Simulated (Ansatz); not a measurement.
Stepwise reaction of `C[N](C)[Mg][N](C)C` with hydrogen sulfide, as a gas-phase model of exchange steps in deposition or etching. ΔE in kJ/mol.

Isolated molecules relaxed with PBE0-D4/def2-TZVP in Ansatz; ΔE leaves out vibrations. CCSD(T)/CBS adds triple-zeta CCSD(T) − MP2 to the extrapolated MP2 energy (def2 sets, frozen cores). This one scheme is used for every species. DFT in def2-TZVPP. B3LYP here is the variant with VWN-RPA as its local correlation; programs differ in this. For Mg outer-core shells are correlated without core-valence functions, which leaves a few kJ/mol of doubt a bond. One conformer a species, not always the lowest.

```csv
step,reaction,PBE-D4,B3LYP-D4,ωB97M-V,CCSD(T)/CBS
2,`C[N](C)[Mg][SH]` + H₂S → `[SH][Mg][SH]` + `CNC`,-88.2,-86.8,-90.1,-85.4
```

(1) Give the row of step 1, `C[N](C)[Mg][N](C)C` + H₂S → `C[N](C)[Mg][SH]` + `CNC`. (An estimate is asked.)

(2) By hand: ΔE of the 2 steps together at CCSD(T)/CBS.

## Answers

(1) The calculation gave: 
```tsv
step	reaction	PBE-D4	B3LYP-D4	ωB97M-V	CCSD(T)/CBS
1	`C[N](C)[Mg][N](C)C` + H₂S → `C[N](C)[Mg][SH]` + `CNC`	-90.8	-89.6	-93.2	-89.0
```

(2) (-89.0) + (-85.4) = -174.4 kJ/mol, or -87.2 kJ/mol a step.

In ΔE the steps differ by no more than 3.6 kJ/mol. All are downhill at CCSD(T)/CBS. PBE-D4 differs from CCSD(T)/CBS by -2.8 to -1.8 kJ/mol a step. Isolated molecules leave out the surface, adducts and barriers. Largest T1 diagnostic: 0.011.
